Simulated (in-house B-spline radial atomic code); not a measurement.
# HSE06 excitations of the carbon ion C²⁺

Method: HSE06. Computed with an all-electron radial atomic-structure program (B-spline basis): linear response of the closed shell [He] 2s2 with the functional's adiabatic kernel; non-relativistic, point nucleus, no spin-orbit coupling, no double excitations, S, P, D and F terms only.

Command:
```bash
python run_td.py task.json out
```
Settings (radii: box in bohr, nucleus in fm):
```
Z                        6
electrons                4
configuration            [He] 2s2
hamiltonian              nr
method                   hse06
box_radius               29.48
intervals                49
```

Run time, properties included: 0.2 s on 1 thread of Arm Neoverse N1 (shared host).

The lowest states, in the order of their Tamm-Dancoff energies; the method's threshold (minus the highest occupied level) is 41.61 eV. Labels give the largest channel, * marks a mixed state, and oscillator strengths are full-response dipole values. Semilocal kernels can invert the small singlet-triplet splittings of Rydberg terms. Energies in eV:

```csv
state,full response,Tamm-Dancoff,oscillator strength
2s → 2p 3P,4.679,5.591,-
2s → 2p 1P,11.867,12.539,0.746
2s → 3s 3S,28.192,28.205,-
2s → 3s 1S,29.322,29.342,-
2s → 3p 3P,30.40,30.41,-
2s → 3p 1P,30.77,30.78,0.215
2s → 3d 3D,31.62,31.65,-
2s → 3d 1D,32.23,32.23,-
2s → 4s 3S,35.87,35.88,-
2s → 4s 1S,?,?,-
2s → 4p 3P,36.59,36.60,-
2s → 4p 1P,36.67,36.68,0.0583
2s → 4d 3D,37.09,37.09,-
2s → 4d 1D,37.26,37.26,-
2s → 4f 3F,37.65,37.65,-
2s → 4f 1F,?,?,-
```

(1) Where does 2s → 4s 1S lie?

(2) Where does 2s → 4f 1F lie?

(3) How large is the singlet-triplet splitting of 2s → 2p (P terms) in Tamm-Dancoff?

(4) What polarisabilities and dispersion coefficient does the method give?

Answers

(1) At 36.14 eV in full response, 36.15 eV in Tamm-Dancoff.

(2) At 37.65 eV in full response, 37.65 eV in Tamm-Dancoff.

(3) 6.95 eV, from the unrounded values.

(4) Dipole 4.289 bohr³, quadrupole 5.312 bohr⁵, C6 6.64 hartree·bohr⁶ for two such species.
